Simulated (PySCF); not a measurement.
# Vibration and rotation of YbC

ROHF-MP2 constants of YbC, triplet, about 13.9 electrons in the 4f shell (Mulliken) (Yb x2c-SVPall, C x2c-SVPall; spin-free X2C with a Gaussian nucleus (PySCF 2.14); masses 173.9389 and 12.0000 u):

```
ωe              : 459.2 cm⁻¹
ωexe            : 4.92 cm⁻¹
Be              : 0.29766 cm⁻¹
αe              : 0.00292 cm⁻¹
D (centrifugal) : 5e-07 cm⁻¹
```

Question: Give the vibrational terms G(v) and spacings up to v = 6.

Answer: G(v) = ωe(v+½) − ωexe(v+½)².

```tsv
v	G(v) (cm⁻¹)	G(v) − G(v−1)	Bv (cm⁻¹)
0	228		0.2962
1	678	449	0.2933
2	1117	440	0.2904
3	1547	430	0.2874
4	1967	420	0.2845
5	2377	410	0.2816
6	2777	400	0.2787
```

Correlated steps freeze 19 core orbitals. These are scalar-relativistic numbers at best; spin–orbit coupling would shift them, the dissociation energy most. The state is the lowest single determinant that the PBE0 search found; with open d or f shells the true ground state can be another one.
